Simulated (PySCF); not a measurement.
## Calculated data, ClH3OSi2, FH4OSi2, CH6OSi2, BFH3OSi and others

All values are calculated (PySCF 2.14.0). Calculation on a computer-drawn molecule: the log of a Hartree-Fock and frozen-core CCSD(T) single point meant for a local Hartree-Fock minimum, with one planted fault or none, to be diagnosed. Offsets are logged minus clean, where the clean run is the same molecule without the fault. The reference is restricted for singlets and unrestricted otherwise, and also for a bond in bohr or an excited solution. Adding or removing an electron swaps singlet and doublet. The excited solution moves the top pair (singlet) or top alpha electron (doublet) to the lowest empty orbital. Highest occupied and lowest empty are orbital energies over both spins, largest force is the largest gradient component, triples share is (T) over the correlation energy, the T1 limit is 0.02 restricted and 0.045 unrestricted, electrons count all cores, a negative frequency is imaginary (commonest isotopes), and the dipole is about the centre of nuclear charge.

Common to all runs: meant basis cc-pV(D+d)Z; logged SCF converged yes; possible faults no fault, one electron removed, one electron added, multiplicity raised by two, geometry at a saddle point, SCF held on an excited solution, minimal basis STO-3G, one bond length entered in bohr, all coordinates scaled.

```json
{"entry": 1, "formula": "ClH3OSi2", "logged_structure": {"atoms_angstrom": [["O", -2.2487, -0.373, -0.2454], ["Si", -0.7402, -0.2236, 0.4297], ["Si", 0.0546, 1.9961, -0.0954], ["Cl", 1.8991, 1.7348, 0.912], ["H", -2.7257, -1.1835, -0.1444], ["H", -0.7974, -0.4154, 1.9016], ["H", 0.1885, -1.2456, -0.1175]]}, "given": {"meant_charge": 0, "meant_multiplicity": 1, "logged_electrons": 56, "logged_basis_functions": 98, "logged_spin_squared": 0.0, "logged_highest_occupied [eV]": -6.1358, "logged_lowest_empty [eV]": -2.2294, "logged_largest_force [hartree/bohr]": 0.028588, "logged_dipole_magnitude [debye]": 3.1472, "logged_SCF_stable_within_its_kind": "no", "logged_energy_HF [hartree]": -1113.85031, "drawn_bonds_atom": [1, 2, 3, 1, 2, 2], "drawn_bonds_other_atom": [2, 3, 4, 5, 6, 7], "drawn_bonds_order": [1, 1, 1, 1, 1, 1]}, "results": {"planted_fault": "SCF held on an excited solution", "HF_energy_offset_from_clean_run [kcal/mol]": 111.3}, "notes": ["coupled-cluster numbers left out as unreliable"]}
{"entry": 2, "formula": "FH4OSi2", "logged_structure": {"atoms_angstrom": [["O", -0.8145, 0.8471, 0.6804], ["Si", -0.6887, -0.0188, -0.6658], ["F", 0.4201, -1.155, -0.6231], ["Si", 0.3649, 1.7208, -1.9485], ["H", -1.1999, 0.5776, 1.5069], ["H", -1.9126, -0.5232, -1.2704], ["H", 1.787, 2.0422, -1.778], ["H", -0.3264, 2.6146, -2.8862]]}, "given": {"meant_charge": 1, "meant_multiplicity": 1, "logged_electrons": 48, "logged_basis_functions": 32, "logged_spin_squared": 0.0, "logged_highest_occupied [eV]": -14.893, "logged_lowest_empty [eV]": -2.4367, "logged_largest_force [hartree/bohr]": 0.034702, "logged_T1_diagnostic": 0.012543, "logged_D1_diagnostic": 0.042556, "logged_triples_share": 0.031916, "logged_CC_converged": "yes", "logged_dipole_magnitude [debye]": 4.3274, "logged_SCF_stable_within_its_kind": "yes", "logged_energy_HF [hartree]": -745.22795, "logged_energy_CCSD(T) [hartree]": -745.38631, "drawn_bonds_atom": [1, 2, 2, 1, 2, 4, 4], "drawn_bonds_other_atom": [2, 3, 4, 5, 6, 7, 8], "drawn_bonds_order": [1, 1, 1, 1, 1, 1, 1]}, "results": {"planted_fault": "minimal basis STO-3G", "HF_energy_offset_from_clean_run [kcal/mol]": 5702, "CCSD(T)_energy_offset_from_clean_run [kcal/mol]": 5973}}
{"entry": 3, "formula": "CH6OSi2", "logged_structure": {"atoms_angstrom": [["O", 0.1789, -1.8953, 0.8961], ["Si", 0.346, -0.2956, 0.6429], ["C", -0.4405, 0.6543, -0.5081], ["Si", -0.1514, 2.4685, -0.6827], ["H", -0.4182, -2.3969, 0.3596], ["H", 1.3248, 0.1848, 1.6159], ["H", -1.1539, 0.1891, -1.1853], ["H", 0.3652, 2.8353, -2.0268], ["H", 0.8486, 2.9079, 0.3255], ["H", -1.3889, 3.2643, -0.474]]}, "given": {"meant_charge": 0, "meant_multiplicity": 1, "logged_electrons": 48, "logged_basis_functions": 34, "logged_spin_squared": 0.0, "logged_highest_occupied [eV]": -5.4163, "logged_lowest_empty [eV]": 7.7309, "logged_largest_force [hartree/bohr]": 0.042471, "logged_T1_diagnostic": 0.016368, "logged_D1_diagnostic": 0.073286, "logged_triples_share": 0.022849, "logged_CC_converged": "yes", "logged_dipole_magnitude [debye]": 1.3767, "logged_SCF_stable_within_its_kind": "yes", "logged_energy_HF [hartree]": -685.86419, "logged_energy_CCSD(T) [hartree]": -686.10905, "drawn_bonds_atom": [1, 2, 3, 1, 2, 3, 4, 4, 4], "drawn_bonds_other_atom": [2, 3, 4, 5, 6, 7, 8, 9, 10], "drawn_bonds_order": [1, 2, 1, 1, 1, 1, 1, 1, 1]}, "results": {"planted_fault": "minimal basis STO-3G", "HF_energy_offset_from_clean_run [kcal/mol]": 5166, "CCSD(T)_energy_offset_from_clean_run [kcal/mol]": 5381}}
{"entry": 4, "formula": "BFH3OSi", "logged_structure": {"atoms_angstrom": [["O", 1.6708, 0.6724, 0.0], ["Si", 0.4131, -0.3874, 0.0], ["B", -1.4124, 0.2845, 0.0], ["F", -2.4363, -0.5813, 0.0], ["H", 2.5573, 0.3452, 0.0], ["H", 0.8585, -1.7908, 0.0], ["H", -1.651, 1.4574, 0.0]]}, "given": {"meant_charge": 0, "meant_multiplicity": 2, "logged_electrons": 39, "logged_basis_functions": 80, "logged_spin_squared": 0.7631, "logged_highest_occupied [eV]": -7.6132, "logged_lowest_empty [eV]": 1.2494, "logged_largest_force [hartree/bohr]": 1.1521e-05, "logged_lowest_frequency [cm^-1]": -301.1, "logged_T1_diagnostic": 0.017151, "logged_D1_diagnostic": 0.062426, "logged_triples_share": 0.022584, "logged_CC_converged": "yes", "logged_dipole_magnitude [debye]": 2.8634, "logged_SCF_stable_within_its_kind": "yes", "logged_energy_HF [hartree]": -489.71051, "logged_energy_CCSD(T) [hartree]": -490.29353, "drawn_bonds_atom": [1, 2, 3, 1, 2, 3], "drawn_bonds_other_atom": [2, 3, 4, 5, 6, 7], "drawn_bonds_order": [1, 1, 1, 1, 1, 1]}, "results": {"planted_fault": "geometry at a saddle point", "HF_energy_offset_from_clean_run [kcal/mol]": 3.052, "CCSD(T)_energy_offset_from_clean_run [kcal/mol]": 1.287}}
{"entry": 5, "formula": "BFH3OSi", "logged_structure": {"atoms_angstrom": [["O", -1.7126, 2.188, -0.1655], ["Si", -1.3566, 1.116, -1.3731], ["B", 0.1033, -0.2228, -1.0449], ["F", 0.452, -0.538, 0.2067], ["H", -1.7256, 1.8713, 0.7259], ["H", -1.2646, 1.8971, -2.6216], ["H", 0.6038, -0.8581, -1.9319]]}, "given": {"meant_charge": 0, "meant_multiplicity": 2, "logged_electrons": 40, "logged_basis_functions": 80, "logged_spin_squared": 0.0, "logged_highest_occupied [eV]": -0.36832, "logged_lowest_empty [eV]": 8.4076, "logged_largest_force [hartree/bohr]": 0.060531, "logged_T1_diagnostic": 0.018469, "logged_D1_diagnostic": 0.074935, "logged_triples_share": 0.02527, "logged_CC_converged": "yes", "logged_dipole_magnitude [debye]": 2.9436, "logged_SCF_stable_within_its_kind": "yes", "logged_energy_HF [hartree]": -489.69775, "logged_energy_CCSD(T) [hartree]": -490.31142, "drawn_bonds_atom": [1, 2, 3, 1, 2, 3], "drawn_bonds_other_atom": [2, 3, 4, 5, 6, 7], "drawn_bonds_order": [1, 1, 1, 1, 1, 1]}, "results": {"planted_fault": "one electron added", "HF_energy_offset_from_clean_run [kcal/mol]": 11.06, "CCSD(T)_energy_offset_from_clean_run [kcal/mol]": -9.938}}
{"entry": 6, "formula": "H5O2Si2", "logged_structure": {"atoms_angstrom": [["O", 0.6568, 2.552, -2.5992], ["Si", 0.7741, 2.4165, -0.9635], ["O", 0.206, 0.9615, -0.4585], ["Si", -1.0193, -0.0793, -0.1179], ["H", 1.0603, 1.8966, -3.1513], ["H", 2.1901, 2.4954, -0.5292], ["H", -2.2471, 0.6712, 0.2223], ["H", -0.6247, -0.9218, 1.028], ["H", -1.2833, -0.9389, -1.2907]]}, "given": {"meant_charge": 0, "meant_multiplicity": 2, "logged_electrons": 48, "logged_basis_functions": 99, "logged_spin_squared": 0.0, "logged_highest_occupied [eV]": -16.856, "logged_lowest_empty [eV]": -7.1901, "logged_largest_force [hartree/bohr]": 0.10932, "logged_T1_diagnostic": 0.020407, "logged_D1_diagnostic": 0.083319, "logged_triples_share": 0.024821, "logged_CC_converged": "yes", "logged_dipole_magnitude [debye]": 4.6608, "logged_SCF_stable_within_its_kind": "yes", "logged_energy_HF [hartree]": -730.3033, "logged_energy_CCSD(T) [hartree]": -730.91037, "drawn_bonds_atom": [1, 2, 3, 1, 2, 4, 4, 4], "drawn_bonds_other_atom": [2, 3, 4, 5, 6, 7, 8, 9], "drawn_bonds_order": [1, 1, 1, 1, 1, 1, 1, 1]}, "results": {"planted_fault": "one electron removed", "HF_energy_offset_from_clean_run [kcal/mol]": 189.0, "CCSD(T)_energy_offset_from_clean_run [kcal/mol]": 185.2}, "notes": ["T1 above single-reference limit"]}
{"entry": 7, "formula": "FH4OSi2", "logged_structure": {"atoms_angstrom": [["O", -1.8861, 0.1136, -0.583], ["Si", -0.2608, -0.1442, -0.8092], ["Si", 0.5678, -0.9467, 1.244], ["F", 2.1362, -1.3052, 1.0199], ["H", -2.385, 0.5516, -1.2568], ["H", 0.4159, 1.1028, -1.2586], ["H", 0.4999, 0.0355, 2.3448], ["H", -0.1233, -2.1864, 1.6463]]}, "given": {"meant_charge": 0, "meant_multiplicity": 2, "logged_electrons": 49, "logged_basis_functions": 94, "logged_spin_squared": 3.7582, "logged_highest_occupied [eV]": -5.0535, "logged_lowest_empty [eV]": -2.2949, "logged_largest_force [hartree/bohr]": 0.040685, "logged_T1_diagnostic": 0.027357, "logged_D1_diagnostic": 0.14869, "logged_triples_share": 0.024637, "logged_CC_converged": "yes", "logged_dipole_magnitude [debye]": 2.4445, "logged_SCF_stable_within_its_kind": "yes", "logged_energy_HF [hartree]": -754.35157, "logged_energy_CCSD(T) [hartree]": -754.95555, "drawn_bonds_atom": [1, 2, 3, 1, 2, 3, 3], "drawn_bonds_other_atom": [2, 3, 4, 5, 6, 7, 8], "drawn_bonds_order": [1, 1, 1, 1, 1, 1, 1]}, "results": {"planted_fault": "multiplicity raised by two", "HF_energy_offset_from_clean_run [kcal/mol]": 133.7, "CCSD(T)_energy_offset_from_clean_run [kcal/mol]": 131.7}}
{"entry": 8, "formula": "ClH2O2Si", "logged_structure": {"atoms_angstrom": [["O", -0.9488, -1.2978, 0.439], ["Si", -1.3446, -1.3149, -1.147], ["O", -0.6412, -2.5535, -1.956], ["Cl", -0.632, 0.3936, -2.0686], ["H", -0.0905, -1.001, 0.7108], ["H", -0.9229, -4.2198, -1.3678]]}, "given": {"meant_charge": 0, "meant_multiplicity": 2, "logged_electrons": 49, "logged_basis_functions": 84, "logged_spin_squared": 1.5469, "logged_highest_occupied [eV]": -9.9758, "logged_lowest_empty [eV]": 1.1982, "logged_largest_force [hartree/bohr]": 0.023255, "logged_T1_diagnostic": 0.064855, "logged_D1_diagnostic": 0.39031, "logged_triples_share": 0.031147, "logged_CC_converged": "yes", "logged_dipole_magnitude [debye]": 1.1477, "logged_SCF_stable_within_its_kind": "yes", "logged_energy_HF [hartree]": -899.30555, "logged_energy_CCSD(T) [hartree]": -899.92066, "drawn_bonds_atom": [1, 2, 2, 1, 3], "drawn_bonds_other_atom": [2, 3, 4, 5, 6], "drawn_bonds_order": [1, 1, 1, 1, 1]}, "results": {"planted_fault": "one bond length entered in bohr, row 5 of the drawn bonds", "HF_energy_offset_from_clean_run [kcal/mol]": 88.48, "CCSD(T)_energy_offset_from_clean_run [kcal/mol]": 93.68}, "notes": ["T1 above single-reference limit"]}
```
